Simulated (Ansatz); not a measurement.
Coupled-cluster run, AlBClH3OS, SMILES `SB[O][AlH][Cl]`.

```yaml
crystal:
  periodic: [false, false, false]
  atoms:
    - {symbol: S, position_ang: [-2.301855, 0.440714, 0.214907]}
    - {symbol: B, position_ang: [-0.565582, 0.561951, 0.717554]}
    - {symbol: O, position_ang: [0.346543, -0.186032, 0.086383]}
    - {symbol: Al, position_ang: [1.470292, -1.008707, -0.839649]}
    - {symbol: Cl, position_ang: [2.252041, -0.042398, -2.511977]}
    - {symbol: H, position_ang: [-2.769084, 1.326697, 1.106471]}
    - {symbol: H, position_ang: [-0.258236, 1.301058, 1.609051]}
    - {symbol: H, position_ang: [1.917979, -2.450385, -0.438540]}
basis:
  gaussian: {orbitals: def2-SVP}
correlation: {method: ccsd_t}
```

```sh
$ ansatz run in.yaml --threads 2 --pin off --events-out ev --progress --plain --max-ram 4352MiB
```

Output of Ansatz, abridged:

```
Functional definition: HF
902 factors; integrals over basis functions are off by at most 1.0e-3 eV
mean field evaluation 1: about -32651.3026 eV, gradient 3.7e1 eV
mean field evaluation 2: about -32651.3616 eV, gradient 3.7e1 eV
mean field evaluation 4: about -32654.5182 eV, gradient 3.3e0 eV
mean field evaluation 8: about -32654.5680 eV, gradient 1.8e-1 eV
mean field -32654.56821554 eV, -1200.0332478598 hartree, gradient 1.7e-6 eV, S^2 0.000000; 0 other end points of the search recorded, 0 dependent functions left out
17 core orbitals not correlated: weight in the atoms' cores, before any rotation towards them, 1.000 or more for the frozen orbitals, at most 0.000 for the correlated occupied ones
reference -32654.56821554 eV, -1200.0332478598 hartree; 14, 14 occupied and 66, 66 virtual orbitals, 902 factors
second order -15.85160575 eV of doubles, -0.00000000 eV of singles
cycle   1  -16.62793983 eV  change   -7.8e-1 eV  update   9.9e-2
cycle   2  -17.04748597 eV  change   -4.2e-1 eV  update   2.9e-2
cycle   3  -17.15118994 eV  change   -1.0e-1 eV  update   1.7e-2
cycle   4  -17.14631106 eV  change    4.9e-3 eV  update   4.5e-3
cycle   5  -17.14376347 eV  change    2.5e-3 eV  update   1.7e-3
cycle   6  -17.14374547 eV  change    1.8e-5 eV  update   5.4e-4
cycle   7  -17.14356638 eV  change    1.8e-4 eV  update   1.6e-4
cycle   8  -17.14358350 eV  change   -1.7e-5 eV  update   5.7e-5
cycle   9  -17.14360465 eV  change   -2.1e-5 eV  update   2.4e-5
perturbative correction -0.42825536 eV, -0.0157380943 hartree
Total energy: -32672.14007555 eV, -1200.6790018046 hartree
```

Hardware: 2 threads of an Arm Neoverse V1 on a shared host. Wall time 6 s, peak host memory 0.46 GiB.

Correlation energy per correlated electron: -0.628 eV. T1 diagnostic: 0.0138.
